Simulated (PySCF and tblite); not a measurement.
Values are calculated unless marked as measured or tabulated.
## Conformer ensemble of C7H10O3, numbered as in [CH3:1]/[C:2]([CH2:3][CH:4]=[O:5])=[C:6](/[CH3:7])[O:8][CH:9]=[O:10]

Conformers came from 200 starts (ETKDG and KDG, MMFF94s, GFN2-xTB); geometries are GFN2-xTB. Energies: PBE0-D3(BJ)/def2-SVP, with GFN2-xTB thermal terms (modes under about 100 cm⁻¹ blended into free rotors). Symmetry numbers and mirror images are counted. Conformers within 3 kcal/mol (GFN2-xTB free energy) were kept, 7 at most. GIAO shieldings: wB97X-D/6-31G*. Couplings: B3LYP/6-31G* with pcJ-1 on H (gas phase; spin-dipole term only for pairs with B, N, F, Si or P). Couplings are for ¹H. H–H couplings come out 0.1 to 0.9 Hz lower than with pcJ-1 on all atoms. (PySCF 2.14, tblite 0.8.)

Torsions listed: C1–C2–C3–C4, C2–C3–C4–O5, C7–C6–O8–C9, C6–O8–C9–O10. Of a mirror pair one member is shown.

| conformer | shape | symmetry | E(GFN2) kcal/mol | E(DFT) kcal/mol | G(298.15 K) kcal/mol | weight % | dipole D |
| --- | --- | --- | --- | --- | --- | --- | --- |
| 1 | 89°, -112°, -57°, -2° | C1 (pair) | 0.65 | 0.29 | 0.00 | 22.8 | 1.04 |
| 2 | -92°, 117°, -57°, -2° | C1 (pair) | 0.56 | 0.21 | 0.04 | 21.3 | 3.08 |
| 3 | 80°, -5°, 48°, 1° | C1 (pair) | 1.46 | 0.45 | 0.07 | 20.4 | 3.73 |
| 4 | 98°, 112°, -56°, -3° | C1 (pair) | 0.11 | 0.00 | 0.12 | 18.6 | 2.71 |
| 5 | -96°, -5°, 55°, 3° | C1 (pair) | 0.79 | 0.49 | 0.19 | 16.7 | 2.12 |
| 6 | -99°, -107°, -121°, 0° | C1 (pair) | 0.00 | 2.05 | 2.62 | 0.3 | 2.88 |

Weights (%) against temperature:

```csv
T (K),1,2,3,4,5,6,S(mix) cal/mol/K
250,22.5,21.5,20.2,19.3,16.4,0.1,4.58
273.15,22.7,21.4,20.3,18.9,16.5,0.2,4.59
298.15,22.8,21.3,20.4,18.6,16.7,0.3,4.59
323.15,23.0,21.1,20.4,18.3,16.8,0.4,4.60
373.15,23.1,21.0,20.6,17.9,17.0,0.6,4.61
```

Averaged couplings (Hz): ²J(H1,H1) -15.7, ²J(H3,H3) -15.3, ³J(H3,H4) 2.5, ²J(H7,H7) -16.4.

Coordinates of conformer 1 (Å):

```xyz
20

C    -1.049    1.181    1.424
C    -0.479    0.065    0.603
C    -1.328   -1.182    0.574
C    -2.297   -1.049   -0.575
O    -3.481   -0.920   -0.465
C     0.659    0.177   -0.082
C     1.319   -0.851   -0.946
O     1.341    1.412   -0.025
C     2.603    1.450    0.370
O     3.284    0.543    0.743
H    -0.997    0.929    2.484
H    -2.097    1.328    1.167
H    -0.510    2.108    1.258
H    -0.719   -2.074    0.431
H    -1.887   -1.267    1.506
H    -1.805   -1.038   -1.566
H     0.641   -1.659   -1.197
H     2.194   -1.258   -0.438
H     1.659   -0.381   -1.867
H     2.946    2.498    0.306
```

Search and properties took 22 min on 1 thread of AMD EPYC (shared host) (rough), launched as `OMP_NUM_THREADS=1 python ens_run.py task.json out`.


Conformer gaps in def2-SVP on xTB geometries can be 2 kcal/mol too large for S=O, P=O and other polar bonds.